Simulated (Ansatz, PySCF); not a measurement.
Reaction R1 + R2 → 2 P1, each structure at its B3LYP-D3(BJ)/def2-TZVP stationary point, reached from a drawn start (curvature not checked).
R1: H2 (SMILES [H][H]), charge 0, multiplicity 1.
P1, SiH4 (SMILES [SiH4]) (charge 0, multiplicity 1, Z-matrix in Å and degrees):
```
Si
H 1 1.4803
H 1 1.4803 2 109.47
H 1 1.4803 2 109.47 3 120.00
H 1 1.4803 2 109.47 3 -120.00
```
R2: Si2H6 (SMILES [SiH3][SiH3]), charge 0, multiplicity 1.

P less R. No zero-point or thermal terms.

Run with Ansatz (Gaussian basis) for Hartree–Fock, density functionals and correlated methods; PySCF for the D3/D4 terms. No computed number here is a measurement.

Task: One of these levels gives -27.1 kJ/mol for the reaction energy. Which?
(A) BHLYP-D4/def2-TZVPP
(B) B3LYP-D4/def2-TZVPP
(C) PBE0-D3(BJ)/def2-TZVPP
(D) SVWN5/def2-TZVPP

Result: A, BHLYP-D4/def2-TZVPP. The others give -7.9 (SVWN5/def2-TZVPP), -20.2 (B3LYP-D4/def2-TZVPP), -10.2 (PBE0-D3(BJ)/def2-TZVPP)

Ansatz is a program for electronic structure.
